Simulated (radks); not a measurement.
Task: Species: Tl76+. Configuration: [He] 2s2 2p1. Calculated with a radial shooting solver on a logarithmic mesh with Libxc functionals: Dirac Kohn-Sham, LB94 model potential, spin-unpolarised, spherical densities, finite nucleus; open shells fill j = l - 1/2 first; Fermi nuclear charge, rms radius 5.4759 fm. Some entries of the table are withheld. Estimate them.

orbital,occ.,eigenvalue (hartree),r(max) (bohr)
1s1/2,2,-3500.768,(1)
2s1/2,2,(2),(3)
2p1/2,1,(4),(5)
2p3/2,0,(6),(7)

Result: 
(1) 1s1/2 r(max) (bohr): 0.01002
(2) 2s1/2 eigenvalue (hartree): -864.4359
(3) 2s1/2 r(max) (bohr): 0.05704
(4) 2p1/2 eigenvalue (hartree): -854.3656
(5) 2p1/2 r(max) (bohr): 0.04136
(6) 2p3/2 eigenvalue (hartree): -770.0847
(7) 2p3/2 r(max) (bohr): 0.04863
